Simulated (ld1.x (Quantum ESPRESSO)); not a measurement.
# Logarithmic derivatives: beryllium, ultrasoft

Be, ultrasoft, made with ld1.x (Quantum ESPRESSO) 7.5 (revPBE, scalar-relativistic). Core none, reference 1s2 2s0 2p0 (charge +2). Waves: 1s (bound): rcut 0.65, rcutus 0.70 bohr; 2s (bound, empty): rcut 0.65, rcutus 0.70 bohr; 2p (bound, empty): rcut 2.45, rcutus 3.35 bohr; 2p channel at 3.15 Ry: rcut 2.45, rcutus 3.35 bohr; 3d channel at -0.05 Ry: rcut 2.80, rcutus 3.15 bohr. Local part: all-electron potential smoothed inside 1.45 bohr (lloc = -1). Core correction: none. Augmentation charge: PSQ, inside the norm-conserving radii.

The phase is arctan(r·u′/u) with u = r·R(r), unwrapped; energies in Ry, scanned from -12 to 5 Ry. A pole is an energy at which the radial function vanishes at the test radius. The pseudo phase is shifted by a multiple of π to meet the all-electron one at the reference energy, and phase errors are pseudo minus all-electron; the curves can meet again beyond the range given. Levels narrower than the energy grid can be missing from the lists of poles.

```json
{"channel": "s", "radius (bohr)": "3.65", "reference energy (Ry)": "-1.56", "poles, all-electron": "-1.43, 1.53", "poles, pseudo": "-1.43, 1.53", "unbroken range about the reference energy with phases within 0.05 rad": "the whole range", "phase error 1 Ry above the reference energy (rad)": "+0.000"}
{"channel": "p", "radius (bohr)": "3.65", "reference energy (Ry)": "-1.29", "poles, all-electron": "-1.17, 1.32", "poles, pseudo": "-1.17, 1.58", "unbroken range about the reference energy with phases within 0.05 rad": "-1.4 to -0.8", "phase error 1 Ry above the reference energy (rad)": "+0.243"}
{"channel": "d", "radius (bohr)": "3.65", "reference energy (Ry)": "-0.05", "poles, all-electron": "0.48, 3.67", "poles, pseudo": "0.50, 4.97", "unbroken range about the reference energy with phases within 0.05 rad": "below 1.2", "phase error 1 Ry above the reference energy (rad)": "+0.018"}
```

Phases in the s channel:

```csv
E (Ry),all-electron,pseudo
-12.00,1.488,1.488
-11.76,1.487,1.487
-11.52,1.486,1.486
-11.28,1.485,1.485
-11.04,1.484,1.484
-10.80,1.483,1.483
-10.56,1.482,1.482
-10.32,1.480,1.480
-10.08,1.479,1.479
-9.84,1.478,1.478
-9.60,1.477,1.477
-9.36,1.475,1.475
-9.12,1.474,1.474
-8.88,1.472,1.472
-8.64,1.471,1.471
-8.40,1.469,1.469
-8.16,1.468,1.468
-7.92,1.466,1.466
-7.68,1.464,1.464
-7.44,1.462,1.462
-7.20,1.460,1.460
-6.96,1.457,1.457
-6.72,1.455,1.455
-6.48,1.452,1.452
-6.24,1.450,1.450
-6.00,1.446,1.446
-5.76,1.443,1.443
-5.52,1.440,1.440
-5.28,1.436,1.436
-5.04,1.432,1.432
-4.80,1.427,1.427
-4.56,1.422,1.422
-4.32,1.416,1.416
-4.08,1.410,1.410
-3.84,1.403,1.403
-3.60,1.394,1.394
-3.36,1.384,1.384
-3.12,1.372,1.372
-2.88,1.356,1.356
-2.64,1.336,1.336
-2.40,1.307,1.307
-2.16,1.258,1.258
-1.92,1.143,1.143
-1.68,0.245,0.245
-1.44,-1.554,-1.554
-1.20,-1.732,-1.732
-0.96,-1.828,-1.828
-0.72,-1.931,-1.931
-0.48,-2.096,-2.096
-0.24,-2.469,-2.469
0.00,-3.372,-3.372
0.24,-4.117,-4.117
0.48,-4.401,-4.401
0.72,-4.532,-4.532
0.96,-4.608,-4.608
1.20,-4.660,-4.660
1.44,-4.700,-4.699
1.68,-4.733,-4.733
1.92,-4.764,-4.764
2.16,-4.796,-4.796
2.40,-4.832,-4.832
2.64,-4.878,-4.878
2.88,-4.943,-4.943
3.12,-5.055,-5.054
3.36,-5.308,-5.304
3.60,-6.094,-6.082
3.84,-7.129,-7.122
4.08,-7.480,-7.478
4.32,-7.618,-7.617
4.56,-7.690,-7.690
4.80,-7.736,-7.736
```
